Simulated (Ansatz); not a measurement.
NaP-, multiplicity 4 (lowest of 2S+1 = 2, 4 at CCSD(T)/def2-TZVPP on PBE0 minima; our sources give no spin for the ground state, which may be another), most abundant isotopes (22.9898 and 30.9738 u). Constants from fifth-degree fits in 1/R to seven points on the lowest solution found; no spin–orbit coupling, no relativity up to Kr; ω_e x_e and α_e move by some per cent with the fit.

Correlated levels freeze the inner cores; with def2 sets outer-core shells near the valence are correlated too.

The values were computed with Ansatz (a program for electronic structure) with Gaussian orbitals. 

```json
[
 {"level": "PBE/def2-TZVPP", "r_e (Å)": "2.8286", "ω_e (cm⁻¹)": "204.2", "ω_e x_e (cm⁻¹)": "1.75", "α_e (cm⁻¹)": "0.00180"},
 {"level": "CCSD(T)/def2-QZVPP", "r_e (Å)": "2.7916", "ω_e (cm⁻¹)": "218.3", "ω_e x_e (cm⁻¹)": "1.55", "α_e (cm⁻¹)": "0.00176"}
]
```

Derive the rotational constants, the centrifugal constant, the fundamental, the zero-point energy and the force constant.


μ = 13.19557 u.
- PBE/def2-TZVPP: B_e = 16.8576/(μ r_e²) = 0.15967 cm⁻¹; B₀ = B_e − α_e/2 = 0.15877 cm⁻¹; D = 4B_e³/ω_e² = 3.91e-07 cm⁻¹; fundamental ω_e − 2ω_e x_e = 201 cm⁻¹; zero-point energy ω_e/2 − ω_e x_e/4 = 102 cm⁻¹; k = μ(2πcω_e)² = 32.4 N/m
- CCSD(T)/def2-QZVPP: B_e = 16.8576/(μ r_e²) = 0.16394 cm⁻¹; B₀ = B_e − α_e/2 = 0.16306 cm⁻¹; D = 4B_e³/ω_e² = 3.70e-07 cm⁻¹; fundamental ω_e − 2ω_e x_e = 215 cm⁻¹; zero-point energy ω_e/2 − ω_e x_e/4 = 109 cm⁻¹; k = μ(2πcω_e)² = 37.0 N/m
